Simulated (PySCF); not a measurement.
AlH2, SMILES [AlH2+], charge +1. The structure is a stationary point at ωB97X-D3(BJ)/def2-TZVPD. The multiplicity is an assumed one; other spin states were not compared. The isomer is the one that the SMILES or the coordinates give; other isomers of the formula were not compared.

TDDFT-B3LYP/def2-TZVPD in PySCF puts the lowest singlet excitations at 6.29, 6.29, 9.03, 9.43, 9.43, 10.43 eV and the lowest triplet (TDA) at 5.70 eV.

Task: What are the lowest singlet roots from EOM-CCSD/aug-cc-pVDZ run with PySCF? (The exact figures need the calculation; the answer reports its results.)

Result: 6.44, 6.44, 9.36, 9.96, 9.96, 10.23 eV; triplets 6.07, 6.07, 6.28 eV. S1 differs by 0.15 eV (second minus first; roots are paired by order, and the bases may differ).
